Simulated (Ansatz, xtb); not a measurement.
## GeH5Si2: where a starting geometry ends

The starting geometry of this gas-phase doublet was built from a drawn formula by distance geometry and a force field; its bonds are those of `[SiH2][SiH2][GeH]`.

```xyz
8

Ge   -0.4381    0.3997    0.8401
Si    2.8413   -1.3191    1.6088
Si    1.7679    0.6831    1.4597
H     2.7863   -1.9212    0.3448
H     2.1326   -2.1060    2.6281
H     1.8113    1.3296    2.7780
H     2.4864    1.5488    0.4808
H    -0.4453   -0.3429   -0.5606
```

Task: Predict what becomes of its bonds when it is optimised with r2SCAN-D4/def2-SVP.

Result: It rearranges to `[SiH2]1[SiH2][GeH]1`. Contacts that close: Ge1–Si2 (3.78 → 2.38 Å).

The energy falls by 1.02 eV over 17 steps:

```csv
step,E − E(last) (eV)
1,1.023
3,0.585
5,0.460
6,0.443
8,0.342
10,0.102
12,0.019
13,0.003
15,0.000
17,0.000
```

Final geometry (Å):

```tsv
atom	x (Å)	y (Å)	z (Å)
Ge	-0.1422	-0.2765	0.9426
Si	1.8961	-1.4222	1.3685
Si	1.7988	0.9915	1.4652
H	2.6651	-2.1655	0.3265
H	2.2082	-1.9365	2.7346
H	2.0688	1.4162	2.8705
H	2.5043	1.8772	0.4923
H	-0.0567	-0.2123	-0.6204
```

From the same start GFN2-xTB reaches the same bonding as this run.

No frequencies were run, so the end isn't proven a minimum. Open shells are spin-unrestricted. Run with Ansatz 0.2.0, 94 s on 2 threads of Intel(R) Xeon(R) Platinum 8259CL CPU @ 2.50GHz (Skylake/Cascade Lake), on a shared host.
